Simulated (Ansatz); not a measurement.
Si(H)(F)(Br)(NH2) (BrFH3NSi), SMILES N[SiH](F)Br.

The structure is a stationary point at PBE0-D3(BJ)/def2-SVP. The structure was generated by enumeration, and PubChem lists no compound with its InChIKey, so it may never have been made. One conformer was computed; it need not be the lowest.

Two levels are set side by side: PBE/def2-SVPD (Ansatz, a quantum-chemistry and plane-wave program) and PBE0/def2-SVPD (Ansatz). Energy differences of separate SCF runs at the same geometry; the states with an electron removed or added have multiplicity 2 and 2. Differences are taken from unrounded values.

```
quantity                            PBE0    PBE  PBE minus PBE0
---------------------------------  -----  -----  --------------
vertical ionisation energy (eV)    10.46  10.07           -0.40
vertical singlet–triplet gap (eV)   6.68   6.30           -0.38
```
